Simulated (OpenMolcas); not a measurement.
## Co⁴⁺: Racah parameters, worked from levels

```yaml
Program: OpenMolcas
Basis: ANO-RCC-VQZP [7s6p4d3f2g1h]
Scalar_Hamiltonian: DKH2, point nucleus
Active_space: 5 electrons in 10 orbitals (3d 4d)
State_averaging: 2S+1 = 6 even, 1 root; 2S+1 = 4 even, 24 roots; 2S+1 = 2 even, 53 roots
Spin-orbit_coupling: RASSI with atomic mean-field integrals over the reference wave functions, term energies averaged over their components
```

Methods: CASSCF; MS-CASPT2, IPEA 0.25 Eh, imaginary shift 0.1 Eh (closed shells correlated: 3s 3p).

**Racah parameters.** Above ⁶S, d5 has ⁴D at 17B + 5C, ⁴G at 10B + 5C and ⁴P at 7B + 7C. The first two fix B and C, and the third tests them; where it misses by thousands of cm-1, two parameters do not describe the configuration (Trees and configuration-interaction terms are left out) and B and C hang on the terms chosen. Term energies are centres of gravity, weighted by 2J + 1.

```tsv
Source	⁴D	⁴G	B	C	C/B	⁴P from B, C	⁴P found
CASSCF	51576	41424	1450	5384	3.71	47838	47438
MS-CASPT2	46509	38647	1123	5483	4.88	46242	42706
```

Energies in cm-1. From CASSCF to MS-CASPT2, B changes by -22.6 % and C by +1.8 %.

CASPT2 does not keep the components of a term degenerate, so their means are used; among the terms shown or strongly mixed into the levels shown the widest spread is 230 cm-1 (3d⁵ ⁴G, MS-CASPT2). Active for correlation alone: 4d; no level in the range computed is led by a configuration that fills it, so any true level of that kind is missing. Without dynamic correlation excited terms often stand tens of per cent too high (terms of higher spin than the ground term too low), and those without a measured partner can miss by more than the paired ones (holds for CASSCF). Only configurations of the active space appear.
